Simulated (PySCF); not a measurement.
A structure optimised at PBE0-D3(BJ)/def2-SVP, used in a PySCF frequency run:

```xyz
11

B     -0.3611     0.9055     0.8984
C      0.4402    -0.3101     0.3217
C     -0.3597    -1.2104    -0.5644
C     -0.0874    -1.4782    -1.8426
H      0.7487    -0.8663     1.2342
H      1.3736     0.0249    -0.1592
H     -1.2539    -1.6589    -0.1128
H      0.7895    -1.0540    -2.3428
H     -0.7310    -2.1325    -2.4359
F      0.2743     2.0310     1.1880
H     -1.5481     0.8725     1.1444
```

Q: Write its SMILES and formula.

A: C=CCBF, C3H6BF

Q: What are its rotational constants (standard atomic weights)?

A: 18.332, 2.1460, 2.1082 GHz
